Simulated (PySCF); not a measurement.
Choosing a molecule for a target property.

Each SMILES stands for a single optimised conformer of the isolated species, non-relativistic unless stated. Electronic properties by PySCF.

The conformers computed, where there is a choice (atom-mapped SMILES and torsion angles):
- `[CH2:1]=[CH:2][C:3]([Cl:4])[CH2:5][CH:6]([F:7])[F:8]`: C1–C2–C3–Cl4 -177°, C2–C3–C5–C6 -95°, C3–C5–C6–F7 68°
- `[CH2:1][O:2][CH2:3][CH2:4][c:5]1[cH:6][n:7][s:8][n:9]1`: C1–O2–C3–C4 -72°, O2–C3–C4–C5 -65°, C3–C4–C5–C6 76°
- `[CH+:1]=[C:2][CH2:3]/[CH:4]=[CH:5]\[Cl:6]`: C2–C3–C4–C5 180°
- `[CH2:1][N:2]([SiH3:3])[SiH2:4][PH2:5]`: C1–N2–Si4–P5 -178°, H–P5–Si4–N2 -85°, H–P5–Si4–N2 -178°

Question: Wanted: smallest rotational constant above 1 GHz (GFN2-xTB) and isotropic g value below 2.003 (unrestricted B3LYP/pcH-1, mean-field spin–orbit), at GFN2-xTB geometries. Which candidate meets both?
A. `C=C[C](Cl)CC(F)F` [radical]
B. `[CH2]OCCC1=NSN=C1` [radical]
C. `P[SiH2]N([SiH3])[CH2]` [radical]
D. `C(/C=C\Cl)[C]=[CH+]` [radical]

Answer: C. Computed values:
```csv
species,smallest rotational constant,isotropic g value
[CH2]OCCC1=NSN=C1 [radical],0.716 GHz,2.00342
C=C[C](Cl)CC(F)F [radical],0.849 GHz,2.00474
C(/C=C\Cl)[C]=[CH+] [radical],1.052 GHz,2.00893
P[SiH2]N([SiH3])[CH2] [radical],1.123 GHz,2.00284
```
